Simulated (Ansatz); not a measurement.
Au3⁻ was relaxed with PBE0-D4 (def2-TZVPD) in Ansatz in these states: charge -1 quintet, charge -1 singlet, charge -1 triplet. The geometries follow in no particular order.

In the def2 sets Au takes a core potential; there is no spin–orbit coupling.

A:

```xyz
3

Au    0.000    0.000    0.000
Au    0.450    0.474   -2.700
Au   -0.450   -0.474    2.700
```

B:

Cartesian coordinates in Å:
```
Au 0.9626 -1.1922 0.3706
Au 0.4783 1.1159 -1.0054
Au -1.4409 0.0763 0.6348
```

C:

```xyz
3

Au    0.0000    0.0000    0.0000
Au   -1.3692    0.1349   -2.1917
Au    1.3692   -0.1349    2.1917
```

**Question.** Judge from the bond lengths which geometry belongs to which state (an estimate).

**Answer.** A is the charge -1 quintet (Au1–Au2 2.778 Å, Au1–Au3 2.778 Å); B is the charge -1 triplet (Au1–Au2 2.730 Å, Au1–Au3 2.730 Å); C is the charge -1 singlet (Au1–Au2 2.588 Å, Au1–Au3 2.588 Å).

At PBE0-D4/def2-TZVPD the highest occupied level of the charge -1 quintet lies above zero (up to 1.11 eV). The electron is either unbound and held by the finite basis, or the level is raised by self-interaction error. At PBE0-D4/def2-TZVPD a singlet lies 5.91 eV below the charge -1 quintet. At PBE0-D4/def2-TZVPD a singlet lies 1.09 eV below the charge -1 triplet. These are the stationary points nearest to one start from a short search; other shapes may lie lower in each state.
